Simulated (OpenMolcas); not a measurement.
Au2+: moving or changing the point charges

Au2+ among 6 point charges of -1.7 e arranged as an octahedron (Oh), 2.1 Å from the ion.
```
   2.1000    0.0000    0.0000  -1.70
   0.0000    2.1000    0.0000  -1.70
  -2.1000    0.0000    0.0000  -1.70
   0.0000   -2.1000    0.0000  -1.70
   0.0000    0.0000    2.1000  -1.70
   0.0000    0.0000   -2.1000  -1.70
```

```json
{"Program": "OpenMolcas 26.06", "Method": "SS-CASPT2, IPEA 0.25 Eh, imaginary shift 0.1 Eh (closed shells correlated: 5s 5p)", "Basis": "ANO-RCC-VTZP [8s7p5d3f1g]", "Scalar Hamiltonian": "DKH2, point nucleus", "Active space": "9 electrons in 5 orbitals (5d)", "State averaging": "2S+1 = 2 even, 5 roots", "Spin-orbit coupling": "state interaction with AMFI integrals over the reference wave functions"}
```

Runs around this geometry, states (labels of O, the rotations of Oh). Energies in cm-1 above the lowest state or level, χT in cm3 K/mol; 10Dq is the gap between the two states.

```tsv
R (Å)	q (e)	Ground state	First state of that spin	10Dq	First gap with spin-orbit (degeneracies)	χT at 300 K
2.1	-0.85	2E	2T2 3810	3806	2630 (4, 2)	1.083
1.97	-1.7	2E	2T2 10570	10566	8170 (4, 2)	0.912
2.1	-1.7	2E	2T2 7700	7704	5720 (4, 2)	0.979
2.34	-1.7	2E	2T2 4540	4543	3180 (4, 2)	1.060
```

Taking |10Dq| as R^-n, n = -ln(4543 / 10566) / ln(2.34 / 1.97) = 4.9 between the shortest and longest distance. The point-charge formula for a cubic d site gives n = 5.

Scaling the charges by -0.85 / -1.7 = 0.50 scales |10Dq| by 3806 / 7704 = 0.49; with fixed orbitals a first-order splitting would follow the charge.

Roots that are degenerate in the reference are averaged as groups; the widest CASPT2 spread within a group is 96 cm-1 (the 3-fold group of multiplicity 2 near 4540 cm-1 above the lowest state of its run, R = 2.34, q = -1.7). Shifts and gaps below about the spread of the groups concerned are not significant. An orbital doublet at a regular site is open to a Jahn-Teller distortion, which this geometry leaves out. Free-ion shares, where given, are those of the reference states; single-state CASPT2 does not remix them. The ground term spreads over less than 5000 cm-1, several times less than with real ligands, so orbital moments are less quenched and χT lies further from the spin-only value than at real sites (holds for R = 2.1, q = -0.85; R = 2.34, q = -1.7). Point charges carry no covalency, so the field is a model and not that of real ligands. No measured value stands beside these numbers.
